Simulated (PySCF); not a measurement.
Compound: C6H8BNO2.
Numbering: `[NH2:1][c:2]1[cH:3][cH:4][c:5]([B:6]([OH:7])[OH:8])[cH:9][cH:10]1`

NICS = −σ at a ghost point: NICS(0) at the centroid of the ring atoms, NICS(1) 1 Å to either side along the normal of their mean plane, zz for the tensor component along that normal. Level: GIAO B97-2/pcSseg-1 (PySCF, non-relativistic, gas phase) on the PBE0-D3(BJ)/def2-SVP geometry, one conformer.

Ring bond lengths (Å): C2–C3 1.408, C3–C4 1.387, C4–C5 1.405, C5–C9 1.404, C9–C10 1.387, C10–C2 1.407.

Task: What do the NICS probes read (ppm)?

Result: 
| ring | type | NICS(0) | NICS(1), two faces | NICS(1)zz, two faces | rms pucker (Å) | centre to ring atoms, mean (Å) |
| --- | --- | --- | --- | --- | --- | --- |
| C2–C3–C4–C5–C9–C10 | 6-membered carbocycle; formal bonds all aromatic | -7.5 | -9.9 / -9.6 | -23.6 / -23.2 | 0.00 | 1.40 |

Task: What do they say, and how far can they be read as aromaticity?

Result: 
- C2–C3–C4–C5–C9–C10: mean NICS(1)zz -23.4 ppm, shielded. The ring is flat and has no four-coordinate atom; by the NICS criterion it is aromatic.

Task: And the bond-length index? HOMA = 1 − mean of α(R − Ropt)² over the ring bonds, with Krygowski's 1993 parameters (CC: Ropt 1.388 Å, α 257.7 Å⁻²).

Result: 
- C2–C3–C4–C5–C9–C10: HOMA 0.94 = 1 − EN − GEO, with mean bond length 1.400 Å, EN = α(Ropt − mean)² = 0.035 and GEO = α × variance = 0.020. The geometric and the magnetic index point the same way.

Task: What is the mean of the two in-plane components of NICS at the first NICS(1) probe listed for ring C2–C3–C4–C5–C9–C10, 1 Å off the ring?

Result: The isotropic value is a third of the trace: (3 × -9.9 − (-23.6))/2 = -3.1 ppm.

Task: How do the values depend on the level or the medium?

Result: 
```csv
level,"NICS(0), C2–C3–C4–C5–C9–C10","mean NICS(1)zz, C2–C3–C4–C5–C9–C10"
"B97-2/pcSseg-1, gas",-7.5,-23.4
"PBE0/pcSseg-1, gas",-7.4,-23.6
```

The geometry is the same throughout.

Shape of the structure used: `[NH2:1][c:2]1[cH:3][cH:4][c:5]([B:6]([OH:7])[OH:8])[cH:9][cH:10]1`: C4–C5–B6–O7 -1°, H–N1–C2–C3 -20°, H–N1–C2–C3 -162°, H–O7–B6–C5 180°, H–O8–B6–C5 179°.
